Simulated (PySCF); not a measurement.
Gas-phase reaction: 4 GeH2F2 ⇌ 2 GeH3F + H2 + 2 GeF3

Computed with PySCF and rigid-rotor harmonic-oscillator thermochemistry at 1 bar. † marks an energy on the PBE0/def2-TZVP geometry and frequencies; other levels use their own. CCSD(T) freezes the core. 6-31G* has spherical d functions here. Open shells (unrestricted): GeF3 (multiplicity 2); the rest are closed-shell singlets. B3LYP is the form with VWN-RPA correlation. Ge: all electrons, no relativistic terms. GeH2F2, GeF3: computed as isolated molecules; such fragments, hydroxides, amides, oligomers or adducts are transient or little studied in the gas. CCSD(T) isn't extrapolated to the basis-set limit; its ΔH°(298 K) is 315.3 kJ in def2-SVP and 310.1 kJ in def2-TZVPP. The harmonic model lacks anharmonicity and excited electronic states, which grow with temperature; levels with a mode under 35 cm⁻¹ are left out.

ΔH° and ΔS° at 298 K: B3LYP/6-31G* 261 kJ, 127 J/K; B3LYP/def2-TZVP† 271 kJ, 125 J/K; BLYP/def2-TZVP† 241 kJ, 125 J/K; CCSD(T)/def2-TZVPP† 310 kJ, 125 J/K; M06-2X/def2-TZVP† 287 kJ, 125 J/K.

Task: With the heat capacities included, give log10 K (1 bar) at 500, 600, 800, 1400, 2000 K from B3LYP/6-31G*, B3LYP/def2-TZVP†, BLYP/def2-TZVP†, CCSD(T)/def2-TZVPP†, M06-2X/def2-TZVP†.

Result: 
| T (K) | B3LYP/6-31G* | B3LYP/def2-TZVP† | BLYP/def2-TZVP† | CCSD(T)/def2-TZVPP† | M06-2X/def2-TZVP† |
|---|---|---|---|---|---|
| 500 | -20.5 | -21.7 | -18.6 | -25.8 | -23.4 |
| 600 | -15.9 | -16.9 | -14.3 | -20.3 | -18.3 |
| 800 | -10.2 | -10.9 | -9.0 | -13.5 | -12.0 |
| 1400 | -2.8 | -3.3 | -2.2 | -4.8 | -3.9 |
| 2000 | 0.0 | -0.4 | 0.4 | -1.4 | -0.8 |
